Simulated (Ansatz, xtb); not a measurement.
## Relative energy of two isomers of C3H4BNO

We compare I, `B[C@@]1(C#N)CO1`, a singlet, with II, `B[C@@H]1O[C@H]1C#N`, a singlet. Both are isolated molecules in the gas phase, relaxed with PBE-D3(BJ)/def2-SVP; the shapes shown needn't be the lowest conformers.

I (Å):

| atom | x (Å) | y (Å) | z (Å) |
| --- | --- | --- | --- |
| C | -0.9785 | -0.6871 | 0.1374 |
| C | -0.3764 | -0.6795 | -1.1851 |
| C | -0.1480 | -0.1011 | 1.2707 |
| B | -2.5036 | -0.4712 | 0.3367 |
| N | 0.0669 | -0.6833 | -2.2701 |
| O | -0.2560 | -1.4832 | 1.1219 |
| H | -3.1634 | 0.0629 | -0.5284 |
| H | -2.9821 | -0.7832 | 1.4067 |
| H | -0.6651 | 0.3500 | 2.1405 |
| H | 0.8092 | 0.3702 | 0.9744 |

II (Å):

```xyz
10

C    -1.6557   -0.6823    0.1307
C    -0.5068   -0.4326    1.0944
C     0.4227   -1.5172    1.3575
B    -1.9555    0.5317   -0.7822
N     1.1890   -2.3739    1.5861
O    -1.8226   -0.5545    1.5643
H    -2.1702    1.6140   -0.2749
H    -1.9016    0.4051   -1.9888
H    -1.7212   -1.7296   -0.2218
H    -0.0552    0.5775    1.1605
```

Estimate E(II) − E(I) at the level CCSD(T)/def2-SVP + ΔMP2/def2-TZVPP.

Too close to call at this level: CCSD(T)/def2-SVP + ΔMP2/def2-TZVPP gives E(II) − E(I) = +1.27 kcal/mol.

The same difference at several levels:

```tsv
level	geometry	E(II) − E(I) (kcal/mol)	departure from the last row (kcal/mol)	job, with rough time for the two
GFN2-xTB	GFN2-xTB	+0.62	−0.66	optimisation, 0.23 s
HF/STO-3G	GFN2-xTB	+1.25	−0.03	single point, 0.36 s
r2SCAN-D4/def2-SVP	GFN2-xTB	+0.92	−0.35	single point, 2.5 s
PBE-D3(BJ)/def2-SVP	PBE-D3(BJ)/def2-SVP	+0.62	−0.65	optimisation, 26 s
HF/def2-SVP	PBE-D3(BJ)/def2-SVP	+0.95	−0.33	part of the CCSD(T) run
MP2/def2-SVP	PBE-D3(BJ)/def2-SVP	+1.32	+0.05	part of the CCSD(T) run
CCSD(T)/def2-SVP	PBE-D3(BJ)/def2-SVP	+1.14	−0.13	single point
CCSD(T)/def2-SVP + ΔMP2/def2-TZVPP	PBE-D3(BJ)/def2-SVP	+1.27		single point, 26 s
```

As drawn, both hold the same kinds of bond in the same numbers.

The largest departure from CCSD(T)/def2-SVP + ΔMP2/def2-TZVPP is that of GFN2-xTB, 0.66 kcal/mol. The last row adds to CCSD(T) the change of the MP2 difference between the two basis sets, here +0.13 kcal/mol.

With harmonic frequencies from PBE-D3(BJ)/def2-SVP (ideal gas, rigid rotor, one conformer each, 298.15 K, 1 atm): on the last row, ΔE + ΔZPE = +1.37, ΔH = +1.37, ΔG = +1.27 kcal/mol.

The correlated steps freeze 6 core orbitals. Programs: Ansatz 0.2.0, xtb 6.7.1; the last row on 2 threads of Intel(R) Xeon(R) Platinum 8375C CPU @ 2.90GHz (Ice Lake) on a shared host.
